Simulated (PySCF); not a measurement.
C2H4BFO2.

```xyz
10

F     -1.6289     1.1342    -0.7698
B     -0.6272     0.4166    -0.3002
C     -0.5988    -1.0840     0.1864
O      0.6835    -1.1357     0.8010
C      1.4685    -0.1192     0.2679
O      0.6189     0.9222    -0.1782
H     -0.6849    -1.8066    -0.6517
H     -1.3675    -1.3530     0.9269
H      2.1463     0.2621     1.0476
H      2.0645    -0.4669    -0.6011
```
Charge 0, spin multiplicity 1.

The structure is a stationary point at PBE0-D3(BJ)/def2-SVP. This is a generated structure with no PubChem entry under its InChIKey; it may be hypothetical. Other conformers were not sampled.

Level of theory: PBE/pcSseg-1 (PySCF). Non-relativistic, no solvent.

Computed absolute GIAO shielding of each atom: isotropic value and principal components (ppm):
| atom | σ(iso) | σ11 | σ22 | σ33 | span |
|---|---|---|---|---|---|
| F1 | 273.7 | 106.0 | 269.1 | 445.9 | 340.0 |
| B2 | 61.8 | 50.2 | 65.0 | 70.3 | 20.1 |
| C3 | 124.3 | 94.8 | 101.6 | 176.4 | 81.6 |
| O4 | 266.8 | 178.7 | 258.8 | 362.8 | 184.1 |
| C5 | 76.4 | 44.3 | 78.0 | 106.8 | 62.5 |
| O6 | 121.3 | -65.0 | 177.1 | 251.9 | 316.9 |
| H7 | 27.7 | 23.8 | 26.2 | 33.3 | 9.5 |
| H8 | 27.6 | 24.4 | 26.1 | 32.3 | 7.9 |
| H9 | 25.6 | 22.1 | 24.7 | 30.0 | 7.9 |
| H10 | 25.7 | 21.5 | 25.4 | 30.2 | 8.8 |
